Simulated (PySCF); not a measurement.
SMILES OB(O)[SiH2]F (H4BFO2Si) (CAM-B3LYP/def2-SVP optimised geometry):

```
9

Si    -0.874    -1.069    -0.001
F      0.485    -1.996     0.001
B     -0.047     0.790     0.000
O     -0.664     1.996     0.000
O      1.305     0.790     0.000
H     -1.675    -1.431     1.201
H     -1.671    -1.430    -1.206
H     -1.624     1.964     0.000
H      1.675    -0.103     0.001
```

Computed with CAM-B3LYP/def2-TZVP (PySCF 2.14.0).

Task: What are the frontier orbital energies and the dipole moment?

Result: HOMO-2 -11.24 eV, HOMO-1 -11.10 eV, HOMO -9.60 eV, LUMO 0.35 eV, LUMO+1 0.74 eV; dipole moment 2.41 D.

On the same geometry PBE/def2-TZVP in PySCF gives HOMO-2 -8.27 eV, HOMO-1 -7.96 eV, HOMO -6.79 eV, LUMO -1.43 eV, LUMO+1 -1.28 eV; dipole moment 2.06 D.

Meta-Löwdin charges at CAM-B3LYP/def2-TZVP: Si1 0.76, F2 -0.52, B3 0.25, O4 -0.50, O5 -0.50, H6 -0.11, H7 -0.11, H8 0.36, H9 0.36.
